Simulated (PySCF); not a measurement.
H2Te2, SMILES [TeH][TeH]. Heavy atoms are numbered as in [TeH:1][TeH:2]. Hydrogens are named by the atom that carries them.

Coordinates come from a B3LYP-D3(BJ)/def2-TZVP optimisation. The def2 effective core potentials stand for the cores of Te; spin–orbit coupling is left out.

These are PBE/def2-TZVPD in PySCF values and carry that method's errors.

Mulliken values depend strongly on the basis, most of all with diffuse functions as here. ESP charges are fitted to the potential on shells at 1.4 to 2.0 van der Waals radii. Atomic charges (e), one atom of each kind:

| atom | ESP fit | Mulliken |
|---|---|---|
| Te1 (TeH) | … | -0.08 |
| H on Te1 | … | 0.08 |

Problem. Fill in the missing entries. (Estimate from the structure and the level; the computed values follow.)

Solution. 
- Te1 (TeH), ESP fit: -0.04
- H on Te1, ESP fit: 0.04
